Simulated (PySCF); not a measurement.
Mg(H)(iPr) (C3H8Mg), SMILES [MgH][CH](C)C. Heavy atoms are numbered as in [MgH:1][CH:3]([CH3:4])[CH3:5]. Hydrogens are named by the atom that carries them.

Coordinates come from a ωB97X-D3(BJ)/def2-SVP optimisation.

Method: HF/pcSseg-1 (PySCF).

GIAO shieldings, no solvent; atoms alike by connectivity are averaged. δ = σ(ref) − σ: ¹H against TMS (σ = 31.99 ppm); ¹³C against TMS (σ = 192.6 ppm), references at their B3LYP-D3(BJ)/def2-TZVP geometries, non-relativistic.

| atoms | nucleus | count | δ (ppm) |
|---|---|---|---|
| H on Mg1 | ¹H | 1 | 5.03 |
| H on C4 | ¹H | 6 | 1.45 |
| H on C3 | ¹H | 1 | [?] |
| C4 (CH3) | ¹³C | 2 | 25.0 |
| C3 (CH) | ¹³C | 1 | [?] |

### Question
Some entries are withheld; supply them. (The exact figures need the calculation; the answer reports its results.)

### Answer

- H on C3, δ (ppm): -0.19
- C3 (CH), δ (ppm): 7.6
